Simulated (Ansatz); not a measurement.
GeF2Cl2, SMILES [F][Ge]([F])([Cl])[Cl].

Geometry: B3LYP-D3(BJ)/def2-SVP.

Two levels are set side by side: PBE/def2-SVPD (Ansatz, a first-principles code) and CAM-B3LYP/def2-SVPD (Ansatz). Energy differences of separate SCF runs at the same geometry; the states with an electron removed or added have multiplicity 2 and 2. Differences are taken from unrounded values.

```
quantity                           CAM-B3LYP
---------------------------------  ---------
vertical ionisation energy (eV)        12.76
vertical electron affinity (eV)         0.65
vertical singlet–triplet gap (eV)       6.14
```

Question: What does PBE give, and how far is it from CAM-B3LYP? (An estimate is asked for; the answer gives what the named calculation found.)

Answer: 
```
quantity                             PBE  PBE minus CAM-B3LYP
---------------------------------  -----  -------------------
vertical ionisation energy (eV)    11.98                -0.79
vertical electron affinity (eV)     0.77                 0.11
vertical singlet–triplet gap (eV)   5.41                -0.72
```
